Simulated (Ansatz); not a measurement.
Molecule: CH7BNO2, charge 1, multiplicity 1. It need not be the lowest isomer of its formula. 
Coordinates optimised at B3LYP-D3(BJ)/def2-TZVP (Ansatz, a program for electronic structure):
SMILES: CNB(O)[OH2+]
```xyz
12

C      1.9868     0.3847     0.1735
N      0.8671    -0.5534     0.0347
B     -0.4764    -0.2879    -0.0360
O     -1.6060    -1.0010    -0.0967
O     -0.8793     1.1731    -0.0508
H      1.6431     1.3377     0.5768
H      2.7116    -0.0098     0.8827
H      2.4848     0.5537    -0.7818
H      1.1533    -1.5205    -0.0215
H     -1.5847    -1.9588    -0.0009
H     -0.3050     1.8735    -0.3998
H     -1.8282     1.3520    -0.1795
```
Charge +1, spin multiplicity 1.

Basis-set convergence of Hartree-Fock and CCSD(T) correlation energies (hartree) with Ansatz. Valence correlation only, unless marked. Spin-orbit coupling is left out. Non-relativistic.

```
basis    functions       E(HF)  E(corr, CCSD(T))
-------  ---------  ----------  ----------------
cc-pVDZ        105  -270.70343          -0.82629
cc-pVTZ        248  -270.79296          -1.02476
cc-pVQZ        485  -270.81314          -1.08868
```

Extrapolating the two largest sets (X = 3 and 4) as X^-3: E(corr) = (64·(-1.08868) - 27·(-1.02476))/37 = -1.1353 Eh, an estimate of the basis-set limit. The largest set recovers 95.9 % of it, the smallest 72.8 %.
